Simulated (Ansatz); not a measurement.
Reaction (isomerisation): `N=C[SiH](O)Br` → `C=N[SiH](O)Br`

Isolated molecules relaxed with PBE0-D4/def2-TZVP in Ansatz; ΔE leaves out vibrations. CCSD(T)/CBS is the MP2 limit (def2-TZVPP, def2-QZVPP) plus CCSD(T) − MP2 in def2-TZVPP, frozen cores. For Br outer-core shells are correlated without core-valence functions, which leaves a few kJ/mol of doubt a bond. Scalar relativity is left out up to krypton. One conformer a species, not always the lowest.

| species | CCSD(T)/CBS(def2) energy (Eh) |
| --- | --- |
| `N=C[SiH](O)Br` | -3032.80715 |
| `C=N[SiH](O)Br` | -3032.82903 |

Work out ΔE.

ΔE = (-3032.82903) − (-3032.80715) = -0.02188 Eh = -57.4 kJ/mol.

Largest T1 diagnostic among the species: 0.011.

In def2-TZVPP, CCSD(T) changes the Hartree–Fock value by +13.4 kJ/mol (the triples alone add +1.7 kJ/mol) and MP2 by +8.7 kJ/mol. From PBE to PBE0 (25 % exact exchange), in def2-TZVPP and without D4, ΔE moves by −4.3 kJ/mol.
